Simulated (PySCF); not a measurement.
B(Cl)2(OSiH3) (BCl₂H₃OSi), SMILES [SiH3]OB(Cl)Cl.

Coordinates come from a B3LYP-D3(BJ)/def2-SVP optimisation. The structure was generated by enumeration, and PubChem lists no compound with its InChIKey, so it may never have been made. The values are those of a single conformer.

Method: PBE/def2-TZVP in PySCF.

Isolated molecule, no solvent.

Computed frontier levels, gap, dipole moment and polarisability:
```
Item                                                                                                           Result
---------------------------------------------------------------------------------------------  ----------------------
highest occupied level                                                                                       -7.52 eV
lowest empty level                                                                                           -1.58 eV
orbital gap                                                                                                   5.94 eV
dipole moment                                                                                               0.390 e·Å
quadrupole, principal values (traceless, Buckingham form, about the centre of nuclear charge)   -3.41, 0.25, 3.16 D·Å
mean static polarisability                                                                      67.9 bohr³ (10.06 Å³)
polarisability, principal values                                                               52.4, 70.1, 81.2 bohr³
```
